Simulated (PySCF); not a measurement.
## Nuclear quadrupole coupling in (NaF)4 cube

Species: (NaF)4 cube, Na4F4.
Z-matrix (Å and degrees, PBE0-D3(BJ)/def2-SVP geometry), rows numbered from 1:
```
Na
F   1  2.1390
Na  2  2.1362  1   87.99
F   1  2.1357  2   91.93  3     2.10
Na  4  2.1379  1   88.15  2   -90.47
F   1  2.1418  2   92.37  3   -90.01
Na  6  2.1333  1   87.57  2     1.95
F   3  2.1333  2   92.07  1    89.62
```

Field gradients from the PBE0/pcSseg-1 density (PySCF, non-relativistic), principal values in atomic units, ordered |Vxx| ≤ |Vyy| ≤ |Vzz|:

| atom | Vxx | Vyy | Vzz |
| --- | --- | --- | --- |
| Na1 | -0.0654 | -0.0670 | 0.1324 |
| Na3 | -0.0632 | -0.0675 | 0.1307 |
| Na5 | -0.0640 | -0.0645 | 0.1285 |
| Na7 | -0.0615 | -0.0713 | 0.1328 |

Q: Find the asymmetry η = (Vxx − Vyy)/Vzz and the couplings χ = eQV/h (234.96 MHz × Q in barn × V in au), with Q(23Na) = 0.104 b.

A: 
| atom | environment | nucleus | η | χzz (MHz) | χxx (MHz) | χyy (MHz) |
| --- | --- | --- | --- | --- | --- | --- |
| Na1 | sodium bonded to 3 F | 23Na | 0.01 | 3.236 | -1.599 | -1.637 |
| Na3 | sodium bonded to 3 F | 23Na | 0.03 | 3.193 | -1.544 | -1.649 |
| Na5 | sodium bonded to 3 F | 23Na | 0.00 | 3.140 | -1.563 | -1.577 |
| Na7 | sodium bonded to 3 F | 23Na | 0.07 | 3.245 | -1.503 | -1.742 |

The gradient is axial or nearly so (η below 0.05) at Na1, Na3 and Na5. The tensor is traceless: Vxx + Vyy + Vzz = 0.

Q: What is Vzz at Na1 in SI units (1 au = 9.71736 × 10²¹ V/m²)?

A: 0.1324 au = 1.287 × 10²¹ V/m².

Geometry: PBE0-D3(BJ)/def2-SVP, one conformer, isolated molecule. The small basis limits the accuracy of the gradients.

These values come from a run that also computed NMR shieldings. On an x86-64 server with one thread, on a shared host, this took 8.2 s.
